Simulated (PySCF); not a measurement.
Species: CdMeEt, C3H8Cd (singlet state).
Bonds: Cd1–C2, Cd1–C6, C6–C7. Hydrogens: H3, H4, H5 on C2; H8, H9 on C6; H10, H11, H12 on C7.

Computed by this run: PySCF 2.14.0, PBE0-D3(BJ)/def2-SVP geometry optimisation, gas phase, def2 core potentials past Kr; density fitting, grid level 1; the optimiser is geomeTRIC in internal coordinates, started from a GFN2-xTB structure with every atom displaced at random (about 0.03 Å).

At the end of the run (lengths in Å): Cd1–C6 2.132, C2–H4 1.101, Cd1–C2 2.118, C6–H8 1.104, C7–H10 1.105, C6–H9 1.104, C2–H5 1.101, C2–Cd1–C6 179.7°, Cd1–C6–C7 115.7°, Cd1–C6–H8 107.2°, Cd1–C2–H3 111.0°.

Question: These geometries were met on the way; a selection of coordinates is given. Order them by energy above the end point, lowest first.
A. Cd1–C6 2.133, C2–H4 1.102, Cd1–C2 2.131, C6–H8 1.110, C7–H10 1.121, C6–H9 1.108, C2–H5 1.118, C2–Cd1–C6 179.9°, Cd1–C6–C7 113.2°, Cd1–C6–H8 107.6°, Cd1–C2–H3 108.9°
B. Cd1–C6 2.130, C2–H4 1.097, Cd1–C2 2.114, C6–H8 1.113, C7–H10 1.117, C6–H9 1.110, C2–H5 1.106, C2–Cd1–C6 168.6°, Cd1–C6–C7 109.0°, Cd1–C6–H8 109.5°, Cd1–C2–H3 106.8°
C. Cd1–C6 2.148, C2–H4 1.084, Cd1–C2 2.131, C6–H8 1.108, C7–H10 1.112, C6–H9 1.108, C2–H5 1.104, C2–Cd1–C6 153.6°, Cd1–C6–C7 105.5°, Cd1–C6–H8 112.0°, Cd1–C2–H3 106.4°
D. Cd1–C6 2.181, C2–H4 1.102, Cd1–C2 2.160, C6–H8 1.097, C7–H10 1.102, C6–H9 1.101, C2–H5 1.098, C2–Cd1–C6 142.8°, Cd1–C6–C7 103.6°, Cd1–C6–H8 114.4°, Cd1–C2–H3 107.1°
E. Cd1–C6 2.258, C2–H4 1.210, Cd1–C2 2.222, C6–H8 1.051, C7–H10 1.060, C6–H9 1.064, C2–H5 1.067, C2–Cd1–C6 134.8°, Cd1–C6–C7 103.0°, Cd1–C6–H8 117.2°, Cd1–C2–H3 108.0°

Answer: A (0.027 eV), B (0.060 eV), C (0.214 eV), D (0.392 eV), E (0.951 eV).

```json
{"step": "4", "E above end (eV)": "0.027", "rms distance from the end, all atoms (Å)": "0.048", "largest force (eV/Å)": "0.570", "rms shift of all bonds from the end (Å)": "0.010"}
{"step": "3", "E above end (eV)": "0.060", "rms distance from the end, all atoms (Å)": "0.226", "largest force (eV/Å)": "0.657", "rms shift of all bonds from the end (Å)": "0.006"}
{"step": "2", "E above end (eV)": "0.214", "rms distance from the end, all atoms (Å)": "0.438", "largest force (eV/Å)": "0.846", "rms shift of all bonds from the end (Å)": "0.009"}
{"step": "1", "E above end (eV)": "0.392", "rms distance from the end, all atoms (Å)": "0.583", "largest force (eV/Å)": "0.915", "rms shift of all bonds from the end (Å)": "0.020"}
{"step": "0", "E above end (eV)": "0.951", "rms distance from the end, all atoms (Å)": "0.675", "largest force (eV/Å)": "2.767", "rms shift of all bonds from the end (Å)": "0.066"}
```

Rows stand in the order of the answer.
